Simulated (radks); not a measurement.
Problem. Dy0.5-, 66.5 electrons, occupied as [Xe] 4f9.5 6s2 6p1 (fractional occupations, a model configuration). Calculated with a radial shooting solver on a logarithmic mesh with Libxc functionals: scalar-relativistic Kohn-Sham, PBE, spin-unpolarised, spherical densities, finite nucleus; Fermi nuclear charge, rms radius 5.2218 fm. Some entries of the table are withheld. Estimate them.

orbital  occ.  eigenvalue (hartree)  r(max) (bohr)
1s          2             -1971.720        0.01338
2s          2             -328.4388        0.07604
2p          6             -291.4601        0.06169
3s          2             -73.20047         0.2154
3p          6                   (1)         0.2117
3d         10                   (2)         0.1729
4s          2             -14.56617         0.4940
4p          6             -10.82559            (3)
4d         10              -5.72909         0.5342
5s          2                   (4)          1.153
5p          6              -0.97064          1.313
4f        9.5              -0.20292         0.5368
6s          2              -0.10333          3.346
6p          1              -0.00338            (5)

Solution. 
(1) 3p eigenvalue (hartree): -61.84526
(2) 3d eigenvalue (hartree): -47.23607
(3) 4p r(max) (bohr): 0.5158
(4) 5s eigenvalue (hartree): -1.85212
(5) 6p r(max) (bohr): 4.704
